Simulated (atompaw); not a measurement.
## Before and after: PAW (atompaw) potential for nitrogen (N)

- Element: N
- Generator: atompaw 4.2.0.5
- Type: PAW
- Functional: PBE
- Relativity: non-relativistic
- Frozen core: [He]
- Valence charge: 5
- Reference configuration: 2s2 2p3
- Partial waves: 2s (bound): rc 1.20 bohr; 2s channel at -0.5 Ry: rc 2.45 bohr; 2p (bound): rc 2.45 bohr; 2p channel at 0.05 Ry: rc 2.45 bohr
- Local potential: troulliermartins scheme with l = 2 at 0.5 Ry, radius 1.80 bohr
- Core correction: smooth core density matched at 1.80 bohr
- Augmentation charge: sinc compensation charge, radius 1.85 bohr; PAW radius 2.45 bohr; waves and projectors: custom rrkj gramschmidtortho

Change: wave 2p channel at 0.05 Ry: rc 2.45 bohr becomes 2p channel at 0.05 Ry: rc 1.64 bohr.

Cutoffs: the cutoffs (Ry, on a coarse ladder) from which the occupation-weighted sum of valence levels, in a spherical-Bessel basis at the reference potential, stays within 10 and 1 mRy of its value at 400 Ry; they do not see the model core or the augmentation charge, which bear on the density cutoff.

What does the change do?

The potential gets neither clearly harder nor softer (15 Ry and 30 Ry → 15 Ry and 30 Ry); the s channel sets the loose cutoff, while the largest relative change is in p, which becomes harder; the range in which the p phases agree widens (upper end 1.0 → at the end of the scan); neither file shows a bound ghost.

| quantity | base | changed |
| --- | --- | --- |
| cutoff, loose | 15 Ry | 15 Ry |
| cutoff, tight | 30 Ry | 30 Ry |
| loose cutoff by channel (10 mRy a level) | s 12 Ry, p 8 Ry | s 12 Ry, p 10 Ry |
| bound ghosts | none | none |
| s: phases at 2.46 bohr within 0.05 rad from the reference energy up to (Ry; the scan ends near 5) | 1.3 | 1.3 |
| p: phases at 2.46 bohr within 0.05 rad from the reference energy up to (Ry; the scan ends near 5) | 1.0 | to the end of the scan |
| lowest overlap eigenvalue by channel | s 0.02, p 0.39 | s 0.02, p 0.34 |

 The cutoffs see the waves, projectors and local potential, not the compensation charge or the core.
